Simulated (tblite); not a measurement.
Compound: C6H5O4P.
Cartesian coordinates in Å at the GFN2-xTB level; atoms count from 1:
```
atom  x, y, z in Å
C1     3.0523   -0.0436    0.1127
O2     1.7498    0.5090   -0.0172
C3     0.7398   -0.3577    0.0774
O4     0.8760   -1.5421    0.2613
C5    -0.5635    0.3183   -0.0703
O6    -0.5694    1.6349   -0.2714
C7    -1.8081    2.1139   -0.3854
P8    -3.0906    0.9783   -0.2552
C9    -1.8241   -0.2502   -0.0258
C10   -2.1794   -1.6493    0.1757
O11   -3.3278   -2.0159    0.1879
H12    3.1625   -0.5273    1.0855
H13    3.7444    0.7887    0.0160
H14    3.2281   -0.7855   -0.6691
H15   -1.8647    3.1767   -0.5485
H16   -1.3330   -2.3392    0.3152
```

Computed with GFN2-xTB (tblite): harmonic, unscaled wavenumbers at the GFN2-xTB geometry, gas phase. Errors from tens to a few hundred cm⁻¹ against measured bands are possible. One conformer, not necessarily the lowest.

Question: How many normal modes are there?

Answer: 16 atoms, non-linear: 3N − 6 = 42.

Question: What is the point group of the computed structure, and how do the modes divide by symmetry?

Answer: Cs. The vibrations span 28 a′ + 14 a″.

Question: How many distinct wavenumbers does the calculation give?

Answer: 42: Cs has no degenerate species.

Question: How many fundamentals are allowed in the infrared by symmetry?

Answer: 42 of 42: in Cs every mode is allowed. All fundamentals are allowed in the Raman spectrum.

Question: How large is the harmonic zero-point energy?

Answer: ½Σν̃ = 22408 cm⁻¹ = 2.778 eV (42 modes); those above 1550 cm⁻¹ give 1.144 eV of it.

Question: How far is the lowest real mode excited at 200 K, as a harmonic oscillator?

Answer: θ = hcν̃/k = 56 K for 39.2 cm⁻¹, so N1/N0 = 0.75 and ⟨v⟩ = 1/(exp(θ/T) − 1) = 3.1.
